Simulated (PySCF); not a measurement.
C2H8Zr, multiplicity 1. Atoms are numbered in the order given.

```xyz
11

Zr     0.0000     0.0000    -0.3633
C      1.8006     0.0000     0.8973
H      2.4062     0.8959     0.6533
H      1.6048     0.0000     1.9847
H      2.4062    -0.8959     0.6533
C     -1.8006     0.0000     0.8973
H     -2.4062    -0.8959     0.6533
H     -1.6048     0.0000     1.9847
H     -2.4062     0.8959     0.6533
H      0.0000    -1.5476    -1.4098
H      0.0000     1.5476    -1.4098
```

Geometry optimised at B3LYP-D3(BJ)/def2-SVP. The spin state was assumed, not searched. The def2 effective core potentials stand for the cores of Zr; spin–orbit coupling is left out.

The numbers are results of TDDFT-PBE/def2-SVPD (PySCF 2.14.0), not measurements.

Vertical excitations. Isolated molecule, no solvent. State labels are in the subgroup C2v.

```csv
state,symmetry,energy (eV),λ (nm),f,main pairs
S1,B1,3.96,313,0.001,HOMO−1→LUMO 90 %
S2,B2,4.00,310,0.000,"HOMO−2→LUMO 86 %, HOMO−1→LUMO+1 14 %"
S3,A2,4.06,305,0.000,HOMO→LUMO+1 100 %
S4,A1,4.13,300,0.000,HOMO→LUMO 98 %
S5,B2,4.23,293,0.000,"HOMO−1→LUMO+1 86 %, HOMO−2→LUMO 14 %"
S6,B1,4.28,290,0.002,HOMO−2→LUMO+1 90 %
S7,A1,4.76,260,0.009,HOMO−3→LUMO 91 %
S8,A2,4.80,258,0.000,HOMO−3→LUMO+1 91 %
S9,B2,5.01,247,0.001,"HOMO→LUMO+2 80 %, HOMO−2→LUMO+3 20 %"
S10,A2,5.04,246,0.000,"HOMO−1→LUMO+2 84 %, HOMO−2→LUMO+4 14 %"
T1,B2,3.65,339,0,HOMO−2→LUMO 99 %
T2,A1,3.70,335,0,HOMO→LUMO 98 %
T3,B1,3.72,333,0,HOMO−1→LUMO 98 %
T4,B1,3.79,328,0,HOMO−2→LUMO+1 98 %
```
Triplets are in the Tamm–Dancoff approximation, which puts them higher than full response would, so one can lie above its singlet here.
